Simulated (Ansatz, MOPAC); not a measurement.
The molecule InS, multiplicity 2 (lowest of 2S+1 = 2, 4 at CCSD(T)/def2-TZVPP on PBE0 minima; our sources give no spin for the ground state, which may be another). No spin–orbit coupling.

Seven points along R, fitted to fifth degree in 1/R; most abundant isotopes. In def2 and cc sets the state is the lowest found near the PBE0 minimum, followed along R.

Codes used: Ansatz (an electronic-structure program) with Gaussian orbitals; MOPAC for AM1 (differences of heats of formation).  In def2 rows elements past Kr take small-core potentials, without spin–orbit coupling.

| level | r_e (Å) | ω_e (cm⁻¹) | B_e (cm⁻¹) | α_e (cm⁻¹) | dipole (D) |
|---|---|---|---|---|---|
| AM1 | 2.336 | 314 | 0.124 | 0.00037 | - |
| SVWN5/def2-TZVPP | 2.246 | 399 | 0.134 | 0.00071 | 3.61 |
| PBE/def2-TZVPP | 2.289 | 369 | 0.129 | 0.00075 | 3.85 |
| r2SCAN/def2-TZVPP | 2.265 | 384 | 0.131 | 0.00078 | 4.00 |
| B97M-V/def2-TZVPP | 2.284 | 368 | 0.129 | 0.00084 | 4.03 |
| B3LYP/def2-TZVPP | 2.307 | 350 | 0.127 | 0.00079 | 4.07 |
| PBE0/def2-TZVPP | 2.272 | 377 | 0.131 | 0.00079 | 4.17 |
| BHLYP/def2-TZVPP | 2.299 | 348 | 0.128 | 0.00083 | 4.36 |
| CAM-B3LYP/def2-TZVPP | 2.287 | 356 | 0.129 | 0.00083 | 4.19 |
| wB97X-V/def2-TZVPP | 2.273 | 365 | 0.130 | 0.00087 | 4.37 |
| wB97M-V/def2-TZVPP | 2.272 | 370 | 0.131 | 0.00085 | 4.23 |
| B2PLYP/def2-TZVPP | 2.284 | 371 | 0.129 | 0.00082 | - |
| CCSD/def2-TZVPP | 2.290 | 366 | 0.129 | 0.00077 | - |
| CCSD/def2-QZVPP | 2.282 | 365 | 0.129 | 0.00082 | - |
| CCSD(T)/def2-TZVPP | 2.281 | 378 | 0.130 | 0.00078 | - |
| CCSD(T)/def2-QZVPP | 2.272 | 379 | 0.131 | 0.00081 | - |
| CCSD(T)/CBS(def2-TZVPP, def2-QZVPP) | 2.267 | 382 | 0.131 | 0.00082 | - |

Correlated levels freeze the inner cores; with def2 sets outer-core shells near the valence are correlated too. CBS(a, b) extrapolates the correlation energy as X⁻³ and adds the Hartree–Fock energy of set b. The state that AM1 reach isn't checked.
